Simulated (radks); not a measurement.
Question: These are the eigenvalues of the occupied orbitals of an atom or ion with whole-number occupations (eV). Method: Dirac Kohn-Sham, BLYP, spin-unpolarised, spherical densities, finite nucleus; Fermi nuclear charge, rms radius of each element as measured or else 0.836 A^(1/3) + 0.57 fm; computed with a radial shooting solver on a logarithmic mesh with Libxc functionals.

orbital  eigenvalue
1s1/2     -38206.87
2s1/2     -6828.904
2p1/2     -6494.258
2p3/2     -6110.271
3s1/2     -2128.226
3p1/2     -1988.437
3p3/2     -1910.960
3d3/2     -1669.138
3d5/2     -1652.225

Which element is it, and in what charge state? The configuration may be excited. Open shells, if any, fill j = l - 1/2 first.

Answer: Z = 56, barium, charge +28: Ba28+ in [Ar] 3d10. The list shows which subshells hold electrons but not how many an open one holds; the 1s level, -1404.1 hartree, gives Z - s = 53.0 by -(Z - s)^2/2, which with screening and relativity narrows Z to a few neighbours, and the depths of the outer levels then fix element, charge and occupations together.
